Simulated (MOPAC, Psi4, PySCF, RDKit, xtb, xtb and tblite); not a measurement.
Two geometries of SMILES Bc1ccccc1N (C6H8BN), singlet, relaxed at GFN2-xTB with one dihedral held; other torsions can differ between them too.

Structure A

```
16

B     -1.7603     1.4545     0.0093
C     -0.4629     0.6365    -0.0900
C      0.7727     1.3073    -0.0261
C      1.9806     0.6471    -0.0352
C      1.9997    -0.7407    -0.1135
C      0.8160    -1.4389    -0.1984
C     -0.4123    -0.7727    -0.2177
N     -1.5558    -1.5545    -0.3522
H     -2.8253     0.9642     0.0597
H     -1.6928     2.6207     0.0792
H      0.7614     2.3850     0.0503
H      2.9069     1.1991     0.0244
H      2.9406    -1.2720    -0.1106
H      0.8186    -2.5176    -0.2637
H     -1.6807    -2.2404     0.3789
H     -2.3920    -0.9888    -0.4312
```

Structure B

```
16

B     -1.7546     1.5195     0.1204
C     -0.4614     0.6846     0.0231
C      0.7857     1.3246    -0.0088
C      1.9764     0.6327    -0.0988
C      1.9545    -0.7516    -0.1696
C      0.7470    -1.4210    -0.1352
C     -0.4564    -0.7298    -0.0055
N     -1.6722    -1.4264    -0.1027
H     -2.8013     1.0107     0.2213
H     -1.6804     2.6875     0.0981
H      0.8053     2.4044     0.0259
H      2.9173     1.1624    -0.1255
H      2.8765    -1.3088    -0.2545
H      0.7315    -2.5020    -0.2034
H     -2.1633    -1.5050     0.7789
H     -1.5068    -2.3742    -0.4329
```

Question: Which is lower in energy at the level Psi4 1.11 with PBE0-D3(BJ)/def2-SVP // GFN2-xTB, and by how much?

Answer: A is lower, by 4.39 kcal/mol (dihedral C2–C7–N8–H15: -120° in A, -80° in B).

E(B) − E(A) in kcal/mol at the other levels, on the same two geometries: GFN2-xTB (xtb and tblite) 3.35; PBE0/def2-SVP // GFN2-xTB (Psi4) 4.36; PBE/def2-SVP // GFN2-xTB (Psi4) 4.82; PBE-D3(BJ)/def2-SVP // GFN2-xTB (Psi4) 4.85; UFF // GFN2-xTB (RDKit) -1.26; PM7, restricted, heats of formation // GFN2-xTB (MOPAC) 2.74; PM6, restricted, heats of formation // GFN2-xTB (MOPAC) 2.99; GFN1-xTB // GFN2-xTB (xtb) 2.44; restricted B3LYP/6-31G*, spherical d, density fitting // GFN2-xTB (PySCF) 4.16; restricted Hartree-Fock/3-21G // GFN2-xTB (PySCF) 3.50; restricted Hartree-Fock/LANL2DZ // GFN2-xTB (PySCF) 4.08; restricted MP2 (frozen core)/6-31G*, spherical d // GFN2-xTB (PySCF) 3.21.
